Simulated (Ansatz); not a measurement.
```xyz
8

F     1.941   -0.698    0.953
Si    0.361   -0.684    0.827
F    -0.086   -2.188    0.606
Cl   -0.395   -0.073    2.613
Ge   -0.342    0.691   -0.968
H     0.253    0.166   -2.280
H    -1.873    0.663   -1.039
H     0.141    2.123   -0.710
```

Total charge 0; spin multiplicity 1.

Task: List the B3LYP/def2-TZVPP orbital energies in eV (the Gaussian-basis code of Ansatz). (Estimate.)

Result: Ansatz gave: Occupied: -10850.68, -2762.96, -1801.85, -1355.09, -1206.00, -1205.98, -1205.98, -672.12, -672.11, -257.73, -196.74, -196.61, -196.61, -169.61, -146.09, -119.86, -119.84, -119.84, -101.45, -101.45, -101.38, -33.43, -33.41, -33.41, -33.37, -33.35, -33.35, -32.87, -23.16, -16.46, -15.39, -14.15, -13.45, -13.22, -12.50, -12.13, -11.83, -10.14, -10.04, -9.75, -9.61, -8.71. Lowest empty: -0.38, -0.32, -0.02, 0.59, 1.69, 1.70, 1.97, 3.45.

B3LYP here is the variant with VWN-RPA as its local correlation; programs differ in this.
